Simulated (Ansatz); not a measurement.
FGaH₄OSi, SMILES `[F][GaH][O][SiH3]`. The species carries charge 0 and has multiplicity 1. Correlated methods include outer-core shells of Ga, which these sets cover unevenly. Scalar relativity is left out up to krypton.

Cartesian coordinates in Å:
```
F 0.2404 2.4978 -0.1161
Ga -0.9589 1.4235 0.5720
O -0.5753 -0.2801 0.3312
Si 0.6049 -1.1806 -0.3637
H -2.2023 1.9550 1.3018
H 0.2609 -2.6130 -0.1756
H 0.7071 -0.8923 -1.8194
H 1.9233 -0.9103 0.2698
```

**Question.** Give the diagnostics of a CCSD(T)/def2-TZVPP run (frozen core, Ansatz 0.2.0). (Best estimate.)

**Answer.** Ansatz gave: T1 = 0.0141, largest single amplitude 0.030, largest double 0.025, (T) share of the correlation energy 3.3 %, 9 CCSD cycles. The RHF solution is stable towards an unrestricted one. T1 lies under the customary mark of 0.02 for closed shells.
